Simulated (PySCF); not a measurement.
Structure problem from calculated spectra and properties.

Formula: C4H6B; charge +1.

* Couplings: largest of the computed one-bond spin–spin couplings (means over like bonds): 13C–1H +269.6 (×2), 11B–1H +165.8 (×2), 13C–1H +142.8 (×2), 13C–13C +56.5, 13C–11B +31.1, 13C–13C +29.5, 13C–13C +25.6 (×2) Hz [B3LYP/pcJ-1, spin–dipole term left out for some pairs]
* UV, first state: lowest singlet excitation: 5.78 eV (215 nm, f = 0.000) [TDDFT B3LYP/def2-SVPD]
* Valence photoelectron: vertical ionisation energy: 16.76 eV [ΔSCF B3LYP/def2-SVPD]
* 1H NMR: chemical shifts (computed TMS as zero) by class: 10.16 (2 H), 6.90 (2 H), 3.97 (2 H) ppm [GIAO HF/pcSseg-2]
* XPS: B1s 201.6, C1s 296.5, C1s 298.5 (×2), C1s 298.9 eV [ΔSCF SCAN, pcX-2 on the ionised atom, pcseg-1 elsewhere, spin-free X2C]
* 13C NMR: chemical shifts (computed TMS as zero) by class: 189.1 (1 C), 167.1 (2 C), 28.3 (1 C) ppm [GIAO HF/pcSseg-2]
* Rotational structure: rotational constants A, B, C: 14.631, 3.291, 3.253 GHz [PBE0-D3(BJ)/def2-SVP]

Gas-phase values; electronic properties from PySCF, density fitting. Levels stand in brackets. Isolated species at its PBE0-D3(BJ)/def2-SVP geometry (one conformer only). NMR values are class means; diastereotopic atoms form classes of their own.

Problem. Give a SMILES that accounts for the data.

Solution. Numbering: `[BH2:1][CH2:2][c+:3]1[cH:4][cH:5]1`. 4 carbons fall into 3 classes; from least to most shielded: unsaturated ring carbon [C3] (189.1 ppm), unsaturated ring CH carbon [C4/C5] (167.1 ppm, 2 C), chain sp3 carbon bound to boron [C2] (28.3 ppm). Hydrogen classes from least to most shielded: 2 H on 2 unsaturated ring CH carbons, C4/C5 (10.16 ppm), 2 H on a three-coordinate boron, B1 (6.90 ppm, a mean of values up to 0.5 ppm apart in this geometry), 2 H on an sp3 carbon bound to boron, C2 (3.97 ppm). The couplings run between: +269.6 Hz, unsaturated ring CH carbon [C4] and its hydrogen (with 1 like pair); +165.8 Hz, three-coordinate boron [B1] and its hydrogen (with 1 like pair); +142.8 Hz, sp3 carbon bound to boron [C2] and its hydrogen (with 1 like pair); +56.5 Hz, sp3 carbon bound to boron [C2] and unsaturated ring carbon [C3]; +31.1 Hz, sp3 carbon bound to boron [C2] and three-coordinate boron [B1]; +29.5 Hz, unsaturated ring CH carbon [C4] and unsaturated ring CH carbon [C5]; +25.6 Hz, unsaturated ring carbon [C3] and unsaturated ring CH carbon [C4] (with 1 like pair). The core levels belong to: B1s 201.6 eV, three-coordinate boron [B1]; C1s 296.5 eV, sp3 carbon bound to boron [C2]; C1s 298.5 eV, unsaturated ring CH carbon [C4/C5]; C1s 298.9 eV, unsaturated ring carbon [C3]. One atom of each topological class was ionised and stands for its class. The hole state at 298.5 eV has ⟨S²⟩ = 0.85 against 0.75, so that value is less sure. S1 is mainly HOMO→LUMO (weight 0.75); the largest Löwdin shares of the orbital it empties are 0.43 on the three-coordinate boron, 0.23 on a B–H hydrogen, 0.20 on a B–H hydrogen and 0.07 on the sp3 carbon bound to boron, of the orbital it fills 0.39 on an unsaturated ring CH carbon, 0.38 on an unsaturated ring CH carbon, 0.09 on the unsaturated ring carbon and 0.05 on a hydrogen on carbon. By its constants the optimised geometry is a nearly prolate symmetric top. Structure: `BC[c+]1cc1`. Computed isomers that give other values at the same levels: `Bc1c[c+]1C` (rotational constant A: 11.453 GHz; this holds for the one conformer computed). The assignments are read from this structure; whether some other isomer fits the data as well wasn't checked.

Shape of the structure used: `[BH2:1][CH2:2][c+:3]1[cH:4][cH:5]1`: B1–C2–C3–C4 88°.
